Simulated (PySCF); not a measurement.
Al(F)(Br)(OMe) (CH3AlBrFO), SMILES C[O][Al]([F])[Br].

The structure is a stationary point at B3LYP-D3(BJ)/def2-SVP. Other conformers were not sampled.

Two levels are set side by side: TDDFT-PBE/def2-SVPD (PySCF) and TDDFT-PBE0/def2-SVPD (PySCF). Vertical, same geometry. The lowest singlet is HOMO→LUMO 100 % with PBE and HOMO→LUMO 98 % with the other functional; states are paired by order. Differences are taken from unrounded values.

```tsv
quantity	TDDFT-PBE0	TDDFT-PBE	TDDFT-PBE minus TDDFT-PBE0
lowest singlet excitation (eV)	6.08	5.18	-0.90
lowest triplet excitation (TDA) (eV)	5.83	4.96	-0.87
first bright state (f over 0.05) (eV)	6.63	6.44	-0.19
its oscillator strength	0.06	0.09	0.03
```

A lower first singlet is the usual sign of a functional without exact exchange. Differences between two approximate levels are no errors against the true value.

Rough cost on one machine, each run with all the roots and properties that it gave: TDDFT-PBE0 against TDDFT-PBE about 4 times.
